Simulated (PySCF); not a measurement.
C₃H₆O₂Si, SMILES C1([SiH3])OC(=C)O1.

Geometry optimised at PBE0-D3(BJ)/def2-SVP. This is a generated structure with no PubChem entry under its InChIKey; it may be hypothetical.

The numbers are results of TDA-LC-ωPBE/def2-SVPD (PySCF), not measurements.

Vertical excitations.  State labels are in the subgroup Cs.

| state | symmetry | energy (eV) | λ (nm) | f | main pairs |
|---|---|---|---|---|---|
| S1 | A" | 6.23 | 199 | 0.001 | HOMO→LUMO+2 82 % |
| S2 | A' | 6.65 | 186 | 0.052 | HOMO→LUMO 51 %, HOMO→LUMO+3 27 % |
| S3 | A' | 7.36 | 169 | 0.334 | HOMO→LUMO+7 29 %, HOMO→LUMO+3 28 %, HOMO→LUMO+1 19 %, HOMO→LUMO 7 % |
| S4 | A' | 7.39 | 168 | 0.336 | HOMO→LUMO+7 34 %, HOMO→LUMO+4 26 %, HOMO→LUMO 17 %, HOMO→LUMO+3 12 % |
| S5 | A' | 7.73 | 160 | 0.012 | HOMO→LUMO+4 42 %, HOMO→LUMO+3 15 %, HOMO→LUMO+5 13 %, HOMO→LUMO+1 8 % |
| S6 | A" | 8.14 | 152 | 0.000 | HOMO→LUMO+6 30 %, HOMO→LUMO+8 22 %, HOMO→LUMO+11 18 %, HOMO→LUMO+2 8 % |
| S7 | A' | 8.19 | 151 | 0.112 | HOMO→LUMO+5 54 %, HOMO→LUMO+1 32 % |
| S8 | A' | 8.33 | 149 | 0.086 | HOMO→LUMO+7 30 %, HOMO→LUMO+1 23 %, HOMO→LUMO+4 15 %, HOMO→LUMO+5 15 % |
| S9 | A" | 8.56 | 145 | 0.000 | HOMO→LUMO+6 54 %, HOMO→LUMO+8 16 %, HOMO→LUMO+11 12 % |
| S10 | A' | 8.71 | 142 | 0.006 | HOMO→LUMO+9 78 % |
| T1 | A' | 4.41 | 281 | 0 | HOMO→LUMO+7 78 % |
| T2 | A" | 5.81 | 214 | 0 | HOMO→LUMO+2 77 % |
| T3 | A' | 6.44 | 192 | 0 | HOMO→LUMO 47 %, HOMO→LUMO+3 27 %, HOMO→LUMO+1 8 % |
| T4 | A' | 7.10 | 175 | 0 | HOMO→LUMO+3 36 %, HOMO→LUMO+1 15 %, HOMO→LUMO 15 %, HOMO→LUMO+4 15 % |
Triplets are in the Tamm–Dancoff approximation.
